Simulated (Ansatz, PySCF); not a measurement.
Process, species as SMILES: C[Si-](C)N[SiH3] → C[SiH](C)N[SiH2-]
Geometries: B3LYP-D3(BJ)/def2-TZVP minima from Ansatz (a program for electronic structure), one conformer each, not searched for the lowest. Frequencies are from Ansatz or PySCF.

Property: isomerisation energy (0 K, with B3LYP-D3(BJ) harmonic zero-point energies), in kcal/mol. Cores are frozen in the correlated levels unless marked. Spin-orbit coupling is left out. Non-relativistic unless marked X2C. Anions need diffuse functions: aug- sets have them; def2-D sets add few; the other sets have none. CBS marks a two-point X^-3 extrapolation of the correlation energy; Hartree-Fock from the larger set. The bracket is a focal-point correction in the basis named.

```tsv
level	program	isomerisation energy (kcal/mol)
HF/aug-cc-pV(D+d)Z	Ansatz	-7.4
HF/cc-pV(T+d)Z	Ansatz	-6.3
```

### Question
What does RI-MP2/CBS(aug-cc-pV(T+d)Z,aug-cc-pV(Q+d)Z)+[CCSD(T)-MP2]/aug-cc-pV(T+d)Z (Ansatz) give?

### Answer
-5.5 kcal/mol
